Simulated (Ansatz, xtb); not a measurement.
**Two isomers of CH8OSiSn**

We compare a, `C[Si@@H](O)[SnH3]`, a singlet, with b, `C[SiH2][O][SnH3]`, a singlet. Both are isolated molecules in the gas phase, relaxed with B3LYP-D3(BJ)/def2-SVP; the shapes shown needn't be the lowest conformers.

a (Å):

```xyz
12

C    -2.4102    0.1656    0.3830
O    -1.4880    0.9146   -2.3262
Si   -1.6934   -0.3768   -1.2718
Sn    0.6771   -1.3532   -0.9929
H    -1.7618    0.9106    0.8704
H    -2.5086   -0.7005    1.0586
H    -3.4119    0.6106    0.2584
H    -2.6129   -1.3997   -1.8683
H    -2.2864    1.3477   -2.6524
H     1.7453   -0.1872   -0.3089
H     0.6717   -2.7189    0.0614
H     1.3466   -1.8630   -2.4943
```

b (Å):

```yaml
atoms:
  - { symbol: C, position_ang: [-2.5988, 0.0762, 0.4596] }
  - { symbol: O, position_ang: [-0.9591, -1.1783, -1.6191] }
  - { symbol: Si, position_ang: [-2.2472, -0.1652, -1.3722] }
  - { symbol: Sn, position_ang: [1.0207, -1.0908, -1.4046] }
  - { symbol: H, position_ang: [-1.7476, 0.5547, 0.9718] }
  - { symbol: H, position_ang: [-2.7925, -0.8903, 0.9523] }
  - { symbol: H, position_ang: [-3.4838, 0.7180, 0.6063] }
  - { symbol: H, position_ang: [-1.9882, 1.1769, -1.9902] }
  - { symbol: H, position_ang: [-3.4424, -0.7659, -2.0343] }
  - { symbol: H, position_ang: [1.5994, -2.4151, -2.3225] }
  - { symbol: H, position_ang: [1.3531, -1.2529, 0.2737] }
  - { symbol: H, position_ang: [1.5346, 0.4296, -2.0205] }
```

Quicker runs give these differences E(b) − E(a): GFN2-xTB +3.9 kcal/mol; HF/STO-3G −2.4 kcal/mol (at GFN2-xTB geometries); r2SCAN-D4/def2-SVP −2.2 kcal/mol (at GFN2-xTB geometries).

Q: Estimate E(b) − E(a) at the level CCSD(T)/def2-SVP + ΔMP2/def2-TZVPP.

A: Calculated at CCSD(T)/def2-SVP + ΔMP2/def2-TZVPP: E(b) − E(a) = −2.9 kcal/mol, so structure b lies lower.

How the difference moves with the method:

```json
{"level": "GFN2-xTB", "geometry": "GFN2-xTB", "E(b) − E(a) (kcal/mol)": "+3.9", "departure from the last row (kcal/mol)": "+6.7", "job, with rough time for the two": "optimisation, 0.25 s"}
{"level": "HF/STO-3G", "geometry": "GFN2-xTB", "E(b) − E(a) (kcal/mol)": "−2.4", "departure from the last row (kcal/mol)": "+0.5", "job, with rough time for the two": "single point, 0.74 s"}
{"level": "r2SCAN-D4/def2-SVP", "geometry": "GFN2-xTB", "E(b) − E(a) (kcal/mol)": "−2.2", "departure from the last row (kcal/mol)": "+0.6", "job, with rough time for the two": "single point, 2 s"}
{"level": "B3LYP-D3(BJ)/def2-SVP", "geometry": "B3LYP-D3(BJ)/def2-SVP", "E(b) − E(a) (kcal/mol)": "−3.0", "departure from the last row (kcal/mol)": "−0.1", "job, with rough time for the two": "optimisation, 2 min"}
{"level": "HF/def2-SVP", "geometry": "B3LYP-D3(BJ)/def2-SVP", "E(b) − E(a) (kcal/mol)": "−7.3", "departure from the last row (kcal/mol)": "−4.5", "job, with rough time for the two": "part of the CCSD(T) run"}
{"level": "MP2/def2-SVP", "geometry": "B3LYP-D3(BJ)/def2-SVP", "E(b) − E(a) (kcal/mol)": "−7.4", "departure from the last row (kcal/mol)": "−4.5", "job, with rough time for the two": "part of the CCSD(T) run"}
{"level": "CCSD(T)/def2-SVP", "geometry": "B3LYP-D3(BJ)/def2-SVP", "E(b) − E(a) (kcal/mol)": "−6.2", "departure from the last row (kcal/mol)": "−3.3", "job, with rough time for the two": "single point"}
{"level": "CCSD(T)/def2-SVP + ΔMP2/def2-TZVPP", "geometry": "B3LYP-D3(BJ)/def2-SVP", "E(b) − E(a) (kcal/mol)": "−2.9", "departure from the last row (kcal/mol)": "", "job, with rough time for the two": "single point, 23 s"}
```

As drawn, b has 1 O–Sn, 1 Si–H in place of 1 Si–Sn, 1 O–H.

GFN2-xTB puts the two in the other order. The largest departure from CCSD(T)/def2-SVP + ΔMP2/def2-TZVPP is that of GFN2-xTB, 6.7 kcal/mol. The last row adds to CCSD(T) the change of the MP2 difference between the two basis sets, here +3.3 kcal/mol, a large step that makes the value less sure.

With harmonic frequencies from B3LYP-D3(BJ)/def2-SVP (ideal gas, rigid rotor, one conformer each, 298.15 K, 1 atm): on the last row, ΔE + ΔZPE = −3.7 kcal/mol. A mode under 50 cm⁻¹ makes harmonic enthalpies and free energies unreliable, so none is given.

The correlated steps freeze 11 core orbitals; the filled d shell of Sn is correlated, in a basis made for valence electrons. Atoms past krypton carry core potentials in the def2 sets, other sets are all-electron and non-relativistic, and no spin–orbit term is included. Programs: Ansatz 0.2.0, xtb 6.7.1; the last row on 2 threads of Intel(R) Xeon(R) Gold 6455B (Sapphire Rapids) on a shared host.
